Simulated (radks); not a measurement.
The nuclear charge of the magnesium ion Mg2+ is varied continuously with 10 electrons held in [Ne]. Method: scalar-relativistic Kohn-Sham, PBE, spin-polarised, spherical densities, finite nucleus; Fermi nuclear charge, rms radius 3.057 fm; computed with a radial shooting solver on a logarithmic mesh with Libxc functionals. By the Hellmann-Feynman theorem dE/dZ = E(electron-nucleus)/Z, the electronic potential at the nucleus (averaged over a nucleus of fixed radius). The scalar-relativistic energy here is not variational (the density holds large components alone), so the two differ by a part that grows with Z.

| Z | E (hartree) | E(electron-nucleus)/Z (hartree) | HOMO | e(HOMO) (eV) | <r> HOMO (bohr) |
|---|---|---|---|---|---|
| 11.6 | -184.05417 | -37.6378 | 2p | -53.708 | 0.7264 |
| 11.8 | -191.66364 | -38.4473 | 2p | -60.064 | 0.7044 |
| 12 | -199.43505 | -39.2566 | 2p | -66.705 | 0.6837 |
| 12.2 | -207.36839 | -40.0659 | 2p | -73.629 | 0.6644 |
| 12.4 | -215.46365 | -40.8752 | 2p | -80.835 | 0.6462 |
| 12.6 | -223.72085 | -41.6845 | 2p | -88.322 | 0.6290 |
| 12.8 | -232.13999 | -42.4938 | 2p | -96.090 | 0.6128 |
| 13 | -240.72108 | -43.3033 | 2p | -104.14 | 0.5974 |

The central difference of E at Z = 12 is -39.262 hartree, to compare with the third column; the second derivative is -4.05 hartree.
